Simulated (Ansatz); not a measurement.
Geometry optimisation, RKS PBE/def2-SVP in Ansatz 0.2.0.

Input:

```yaml
crystal:
  periodic: [false, false, false]
  atoms:
    - { symbol: W, position_ang: [-0.278776, -0.312704, -0.479717] }
    - { symbol: O, position_ang: [0.581057, 0.491729, 2.409821] }
    - { symbol: H, position_ang: [0.661142, -0.394968, 2.812674] }
    - { symbol: H, position_ang: [1.360938, 0.520505, 1.793569] }
    - { symbol: H, position_ang: [0.893999, 0.933144, -0.471104] }
    - { symbol: H, position_ang: [-1.730077, -0.093688, 0.39681] }
    - { symbol: Cl, position_ang: [0.215174, -2.359829, -1.209457] }
    - { symbol: H, position_ang: [-0.674657, 0.264411, -2.015397] }
basis:
  gaussian: { orbitals: def2-SVP }
hamiltonian:
  xc: pbe
relax:
  f_tol: 0.03
  max_steps: 50
```

Run as:

```bash
$ ansatz run input.yaml --threads 1 --pin off --max-ram 2048MiB --backend cpu --events-out ev --progress --plain --runs-dir out
```

Question: Where does it end, and by what steps?

Answer: The forces met the threshold. After 13 steps the energy has fallen by 0.903 eV; H3 moved furthest, 0.89 Å. Joined: W1–O2 (3.12 → 2.13 Å).

```
step  energy less start (eV)  largest force component (eV/Å)  accepted
   0                  0.0000                           0.953       yes
   1                 -0.1487                           1.177       yes
   2                 -0.3238                           1.927       yes
   3                 -0.5630                           1.629       yes
   4                 -0.7040                           0.722       yes
   5                 -0.7623                           0.777       yes
   6                 -0.8082                           1.421       yes
   7                 -0.8297                           0.447       yes
   8                 -0.8850                           0.435       yes
   9                 -0.8835                           0.436        no
  10                 -0.8987                           0.157       yes
  11                 -0.9020                           0.057       yes
  12                 -0.9027                           0.041       yes
  13                 -0.9029                           0.026       yes
```

```xyz
8
Properties=species:S:1:pos:R:3
W -0.029 -0.455 -0.260
O 0.622 0.067 1.703
H 0.016 0.107 2.469
H 1.390 0.651 1.866
H 1.125 0.781 -0.529
H -1.490 -0.250 0.612
Cl 0.283 -2.420 -1.317
H -0.888 0.567 -1.305
```

Run time: 53 s on 1 thread of Arm Neoverse V1, on a shared host, peak memory 0.13 GiB.
